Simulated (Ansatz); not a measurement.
A relaxation, step by step

Si2H7SF, singlet, PBE-D4/pcseg-2 (Ansatz 0.2.0). Settings:

```yaml
hamiltonian: {xc: pbe, dispersion: d4}
relax: {f_tol: 0.03, max_steps: 60, escape_saddle: false}
```

Start, the saddle point found with PBE0-D4 in triple zeta (not stationary at another level):

```
11
angstrom
Si -0.6614 -0.0071 -0.6588
F -0.1284 -1.7490 -0.0052
H -0.6735 1.2837 -1.4387
H -1.9438 -0.6146 -1.0830
Si -0.2518 0.7684 1.5094
H 0.7892 -1.6945 -0.9425
S 1.1700 -0.7513 -2.0284
H -0.7688 -0.1440 2.5607
H 1.2286 0.8765 1.6653
H -0.8292 2.1274 1.6953
H 2.0690 -0.0955 -1.2742
```

```tsv
step	energy less the last (meV)	largest force component (eV/Å)
1	1105.8	0.503
2	1093.3	0.162
3	1090.7	0.138
4	1089.3	0.130
5	1085.3	0.262
6	1076.3	0.461
7	1038.7	0.939
8	958.3	1.673
9	837.5	2.226
10	704.5	1.975
11	277.1	0.971
12	112.4	0.543
13	55.5	0.179
14	38.3	0.275
15	20.7	0.137
16	11.3	0.140
17 (rejected trial)	40.0	0.842
18	4.7	0.110
19	1.7	0.028
20	0.9	0.102
21	0.6	0.085
22	0.3	0.044
23	0.1	0.041
24	0.0	0.016
```

Step 3, positions (Å) and forces (eV/Å):

| atom | x | y | z | Fx | Fy | Fz |
| --- | --- | --- | --- | --- | --- | --- |
| Si1 | -0.668 | -0.006 | -0.661 | -0.017 | 0.138 | 0.002 |
| F2 | -0.122 | -1.765 | -0.003 | 0.053 | -0.079 | -0.016 |
| H3 | -0.672 | 1.294 | -1.447 | -0.007 | -0.023 | 0.020 |
| H4 | -1.967 | -0.609 | -1.082 | 0.030 | -0.006 | 0.005 |
| Si5 | -0.261 | 0.772 | 1.521 | 0.007 | 0.006 | -0.007 |
| H6 | 0.797 | -1.702 | -0.951 | -0.036 | -0.007 | 0.012 |
| S7 | 1.182 | -0.754 | -2.056 | 0.026 | -0.029 | 0.011 |
| H8 | -0.770 | -0.144 | 2.587 | 0.000 | 0.010 | -0.020 |
| H9 | 1.229 | 0.886 | 1.674 | -0.023 | 0.000 | -0.009 |
| H10 | -0.843 | 2.140 | 1.703 | 0.002 | -0.013 | 0.006 |
| H11 | 2.093 | -0.110 | -1.285 | -0.034 | 0.003 | -0.005 |

Step 8, positions (Å) and forces (eV/Å):

```csv
atom,x,y,z,Fx,Fy,Fz
Si1,-0.647,0.137,-0.712,0.272,-0.282,-0.550
F2,-0.062,-1.929,0.099,0.631,-0.290,-0.756
H3,-0.692,1.410,-1.485,-0.103,0.312,-0.099
H4,-1.859,-0.620,-1.141,0.052,0.065,0.084
Si5,-0.230,0.770,1.492,-0.012,-0.073,0.134
H6,0.665,-1.815,-0.859,-0.649,-0.166,1.673
S7,1.114,-0.766,-1.954,0.031,0.850,-0.421
H8,-0.746,-0.201,2.496,-0.011,-0.042,-0.008
H9,1.248,0.917,1.656,0.068,-0.001,-0.018
H10,-0.856,2.107,1.725,-0.011,0.051,-0.010
H11,2.066,-0.009,-1.317,-0.268,-0.423,-0.029
```

Step 9, positions (Å) and forces (eV/Å):

```tsv
atom	x	y	z	Fx	Fy	Fz
Si1	-0.645	0.211	-0.739	0.292	-0.554	-0.676
F2	-0.039	-2.028	0.148	0.812	-0.301	-1.124
H3	-0.707	1.469	-1.508	-0.113	0.457	-0.178
H4	-1.820	-0.611	-1.168	0.081	0.139	0.161
Si5	-0.217	0.768	1.476	-0.066	-0.094	0.203
H6	0.619	-1.877	-0.797	-0.855	-0.255	2.226
S7	1.085	-0.771	-1.899	0.290	1.297	-0.444
H8	-0.737	-0.227	2.450	-0.016	-0.063	0.002
H9	1.255	0.924	1.646	0.118	-0.001	-0.027
H10	-0.857	2.091	1.736	-0.019	0.084	-0.003
H11	2.062	0.052	-1.345	-0.524	-0.709	-0.141
```

Last step (24):

```
11
angstrom
Si -0.6465 0.5795 -0.9505
F 0.6812 -2.5869 0.6001
H -0.5336 1.9096 -1.6264
H -1.9808 -0.0107 -1.2681
Si -0.2736 0.7617 1.3633
H 0.7225 -2.1427 -0.2432
S 0.7378 -0.8095 -1.9145
H -0.7293 -0.4625 2.0791
H 1.1887 0.9805 1.5851
H -1.0240 1.9585 1.8599
H 1.8575 -0.1776 -1.4848
```

The run took about 50 s on 4 CPU threads of an Arm Neoverse V2 (shared host).
